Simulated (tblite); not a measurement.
Input of a run (GFN2-xTB geometry optimisation, gas phase (tblite 0.8.0)), started from a force field or distance geometry:
```
{"job": {"kind": "relax", "xc": "GFN2-xTB", "basis": "xTB"}, "charge": 0, "multiplicity": 1}
F      1.524400    -2.164800     0.814800
C      1.423400    -0.806700     0.724100
F      1.049400    -0.372800     1.957900
F      2.687700    -0.344900     0.524600
Si     0.310500    -0.293500    -0.566800
Si     0.206800     1.971500    -0.480500
Si    -1.747500    -1.049400    -0.009300
H      0.703800    -0.751900    -1.944800
H     -0.216400     2.433200     0.865400
H     -0.770300     2.481400    -1.469800
H      1.528800     2.576400    -0.791500
H     -1.787100    -2.540700     0.010600
H     -2.163200    -0.550800     1.340900
H     -2.750900    -0.587500    -0.997700
```

Output (eV, eV/Å):
```
step      E/eV     max force
  0    -681.85040    4.637
  1    -682.16648    1.075
  2    -682.24728    0.626
  3    -682.30346    0.401
  4    -682.32110    0.395
  5    -682.34304    0.308
  6    -682.35690    0.348
  7    -682.37315    0.294
  8    -682.38776    0.267
  9    -682.40057    0.252
 10    -682.40998    0.214
 11    -682.41666    0.208
 12    -682.42124    0.211
 13    -682.42489    0.163
 14    -682.42722    0.123
 15    -682.42871    0.112
 16    -682.43037    0.120
 17    -682.43247    0.126
 18    -682.43459    0.168
 19    -682.43600    0.159
 20    -682.43678    0.104
 21    -682.43744    0.123
 22    -682.43844    0.166
 23    -682.43997    0.183
 24    -682.44174    0.168
 25    -682.44299    0.111
 26    -682.44357    0.066
 27    -682.44400    0.092
 28    -682.44480    0.134
 29    -682.44640    0.206
 30    -682.44929    0.282
 31    -682.45287    0.270
 32    -682.45577    0.152
 33    -682.45717    0.052
 34    -682.45753    0.050
 35    -682.45794    0.062
 36    -682.45858    0.084
 37    -682.45926    0.084
 38    -682.45969    0.053
 39    -682.45985    0.023
 40    -682.45990    0.016
 41    -682.45995    0.019
 42    -682.46003    0.035
 43    -682.46016    0.046
 44    -682.46033    0.047
 45    -682.46054    0.043
 46    -682.46074    0.039
 47    -682.46088    0.027
 48    -682.46096    0.019
 49    -682.46100    0.018
 50    -682.46104    0.017
 51    -682.46110    0.028
 52    -682.46119    0.039
 53    -682.46133    0.045
 54    -682.46153    0.048
 55    -682.46176    0.049
 56    -682.46195    0.045
 57    -682.46205    0.030
 58    -682.46208    0.012
 59    -682.46209    0.009
```

Summarise the run.

The energy falls by 59.0 kJ/mol over 59 L-BFGS steps, the largest force on an atom goes from 4.64 to 0.009 eV/Å, and the atoms move by 0.237 Å rms after alignment. The bond that changes most is C2–Si5 (CF3 carbon to SiH silicon), which lengthens by 0.176 Å. Bonds longer at the end by more than 0.005 Å: 3 of 13; shorter: 10. Among the angles that change most is Si6–Si5–Si7, from 106.4° to 124.5°. Among the dihedrals that turn most is H8–Si5–Si7–H14, from -58° to -74°. The energy never rose by more than 1e-5 eV on the way. The first step brought 52 % of the lowering.

What are the final bond lengths?

F1–C2 1.350 Å, C2–F3 1.355 Å, C2–F4 1.350 Å, C2–Si5 1.956 Å, Si5–Si6 2.331 Å, Si5–Si7 2.331 Å, Si5–H8 1.476 Å, Si6–H9 1.465 Å, Si6–H10 1.466 Å, Si6–H11 1.464 Å, Si7–H12 1.464 Å, Si7–H13 1.465 Å, Si7–H14 1.466 Å. Numbering counts from 1 in the input's order; the species is `FC(F)(F)[SiH]([SiH3])[SiH3]`.

Hardware: one thread, Arm Neoverse N1 (aarch64), on a shared host. Cost: 0.75 s wall.

Its GFN2-xTB frequencies are all real (lowest 27 cm⁻¹).

The numbers are calculated, not measured.
